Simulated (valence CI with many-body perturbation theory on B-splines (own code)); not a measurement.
# Pr LIV: magnetic and hyperfine properties of the levels

Calculated by relativistic CI+MBPT: four valence electrons over a frozen Dirac-Fock core [He], radial functions for each j: 11 s, 11 p, 10 d, 8 f, 5 g, 2 h, with the one-electron correlation potential Σ1 (screened to all orders), the two-electron term Σ2, the three-electron term Σ3, Breit, model QED; selected single and double excitations, second order for the rest, scaled by the run's own slope (own B-spline code, finite nucleus).

No measured spectrum was set against this ion. As an estimate, large intervals hold to a few tenths of a per cent, small ones and those within an open d or f shell to about a per cent. Among the levels kept, up to 850 cm⁻¹ of a level comes from second order outside the variational space, and about a tenth of that is noise between levels of different J, which matters for small intervals.

A/g_I is the dipole constant over the nuclear g factor μ/I (μ in nuclear magnetons, uniformly magnetised nucleus), B/Q the quadrupole constant per barn. Both hold the static response of the core; the bare values leave it out. Large factors of s and p1/2 electrons are usually good to 5 to 10 %; those of open d and f shells near neutrality can be off by tens of per cent, and small factors of p3/2, d and f electrons come from cancelling terms and can be off by a factor of two or in sign, in half-filled shells by more. B is blank for J = 1/2, where it vanishes, and for nearly pure S terms. Energies count from the lowest level. Levels with J = 0 are left out.

Levels are named by their leading jj configuration (3d3/2^4 stands for four electrons in 3d with j = 3/2), which in mixed levels can hold well under half, so a name can repeat and another be missing. Letters in brackets count levels of one name in rising energy.

```
                     Level  E (× 10³ cm⁻¹)      g  A/g_I (MHz)  A/g_I bare  B/Q (MHz/b)  B/Q bare
    (2s^2 2p1/2 2p3/2) J=1          4021.4  1.480      -208000     -191000       390000    390000
    (2s^2 2p1/2 2p3/2) J=2          4155.9  1.157      1010000     1020000       700000    701000
    (2s 2p1/2^2 2p3/2) J=2          5731.7  1.543      2470000     2460000       712000    713000
    (2s 2p1/2^2 2p3/2) J=1          6272.4  1.096     -1670000    -1630000       480000    481000
        (2s^2 2p3/2^2) J=2          8295.5  1.297       412000      421000        76700     76800
(2s 2p1/2 2p3/2^2) J=2 [a]          9592.8  1.549      1810000     1800000       219000    219000
    (2s 2p1/2 2p3/2^2) J=3          9899.4  1.309      2220000     2200000        -1480     -1510
(2s 2p1/2 2p3/2^2) J=1 [a]           10380  1.298     -1540000    -1500000      -363000   -363000
(2s 2p1/2 2p3/2^2) J=2 [b]           10462  1.064       -87900      -65800      -150000   -150000
(2s 2p1/2 2p3/2^2) J=1 [b]           10489  1.332      5000000     4950000       185000    186000
     (2p1/2^2 2p3/2^2) J=2           12287  1.325       377000      397000        70900     71000
          (2s 2p3/2^3) J=2           14255  1.420      2530000     2510000      -788000   -790000
          (2s 2p3/2^3) J=1           14772  1.186     -1720000    -1670000      -300000   -300000
       (2p1/2 2p3/2^3) J=1           16396  1.481      -238000     -207000      -386000   -386000
       (2p1/2 2p3/2^3) J=2           16534  1.129      1010000     1020000      -845000   -847000
       (2s^2 2p1/2 3s) J=1           49724  1.317      2720000     2700000       -12400    -12400
    (2s^2 2p1/2 3p1/2) J=1           50215  0.648      1870000     1860000        -3000     -3000
       (2s 2p1/2^2 3s) J=1           51202  1.973      4850000     4790000        25200     25300
    (2s^2 2p1/2 3p3/2) J=2           51547  1.155       808000      807000       217000    217000
    (2s^2 2p1/2 3p3/2) J=1           51588  1.580       218000      218000        87800     87900
    (2s 2p1/2^2 3p1/2) J=1           51789  1.365      4520000     4470000        -2680     -2670
    (2s^2 2p1/2 3d3/2) J=2           51956  0.751       775000      771000        49000     49400
    (2s^2 2p1/2 3d3/2) J=1           52145  0.857      -383000     -382000        13700     13900
    (2s^2 2p1/2 3d5/2) J=2           52381  1.282      -418000     -416000        40700     41100
    (2s^2 2p1/2 3d5/2) J=3           52408  1.101       502000      500000        34300     34800
    (2s 2p1/2^2 3p3/2) J=2           53099  1.525      2230000     2210000       213000    213000
    (2s 2p1/2^2 3p3/2) J=1           53136  1.117     -2030000    -2000000       113000    113000
    (2s 2p1/2^2 3d3/2) J=1           53503  0.449     -2100000    -2070000        17600     17800
    (2s 2p1/2^2 3d3/2) J=2           53543  1.146      2120000     2090000        36100     36400
    (2s 2p1/2^2 3d5/2) J=3           53911  1.349      1480000     1460000        28700     29200
       (2s^2 2p3/2 3s) J=2           53956  1.481       950000      951000       789000    790000
```

Take the isotope of mass number 141, with I = 5/2, μ = 4.266 μN and Q = -0.0589 b. What is the hyperfine structure of (2s^2 2p1/2 2p3/2) J=1?

From the table A = -355000 MHz, B = -22900 MHz. Shifts from the centre of gravity in MHz: F = 3/2: 1230000, F = 5/2: 373000, F = 7/2: -893000.
